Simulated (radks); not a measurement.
Q: These are the eigenvalues of the occupied orbitals of an atom or ion with whole-number occupations (eV). Calculated with a radial shooting solver on a logarithmic mesh with Libxc functionals: scalar-relativistic Kohn-Sham, exchange-only LDA, spin-polarised, spherical densities, point nucleus.

1s up: -28313.21
1s down: -28306.44
2s up: -5683.394
2s down: -5677.009
2p up: -5298.809
2p down: -5291.236
3s up: -2181.810
3s down: -2160.620
3p up: -2060.023

Which element is it, and in what charge state? The configuration may be excited. Open shells, if any, are filled with parallel spins first.

A: Z = 48, cadmium, charge +33: Cd33+ in [Ne] 3s2 3p3. The list shows which subshells hold electrons but not how many an open one holds; the 1s level, -1040.5 hartree, gives Z - s = 45.6 by -(Z - s)^2/2, which with screening and relativity narrows Z to a few neighbours, and the depths of the outer levels then fix element, charge and occupations together.
